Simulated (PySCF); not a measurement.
**How the method changes the constants of LaS**

State: doublet, about 0.1 electrons in the 4f shell (Mulliken). Set-up: PySCF, spin-free X2C with a Gaussian nucleus, basis sets La x2c-TZVPall, S x2c-TZVPall. De refers to La (5d1 6s2) + S in their high-spin ground configurations, without counterpoise correction. The functionals are run spin-unrestricted. A positive dipole means La(−)S(+).

| Level | Re (Å) | ωe (cm⁻¹) | De (eV) | μ (D) | CPU s a point (SCF and correlation, without the integrals) |
| --- | --- | --- | --- | --- | --- |
| UHF | 2.390 | 470 | n/a | -6.64 | 4.1 |
| UHF-MP2 | 2.381 | 463 | n/a | n/a | 6.7 |
| UHF-SCS-MP2 | 2.387 | 461 | n/a | n/a | n/a |
| UHF-CCSD | 2.385 | 464 | 5.35 | n/a | n/a |
| UHF-CCSD(T) | 2.395 | 450 | 5.61 | n/a | 270 |
| PBE | 2.368 | 449 | 6.18 | -5.47 | 8.6 |
| BP86 | 2.375 | 445 | 6.10 | -5.57 | 6.3 |
| r²SCAN | 2.367 | 458 | 5.90 | -5.66 | 7.9 |
| PBE0 | 2.355 | 468 | 5.90 | -5.83 | 9.6 |
| M06 | 2.356 | 459 | 5.74 | -5.79 | 20 |

The bond length runs from 2.355 Å (PBE0) to 2.395 Å (UHF-CCSD(T)). De spans 5.35 eV (UHF-CCSD, coupled cluster) to 6.18 eV (PBE, GGA).

Correlated steps freeze 23 core orbitals. These are scalar-relativistic numbers at best; spin–orbit coupling would shift them, the dissociation energy most. The state is the lowest single determinant that the PBE0 search found; with open d or f shells the true ground state can be another one.

The whole job (state search and all levels along the bond) took about 15 min on 4 threads of Intel Xeon Platinum 8488C (shared host), peak memory 5.9 GiB.
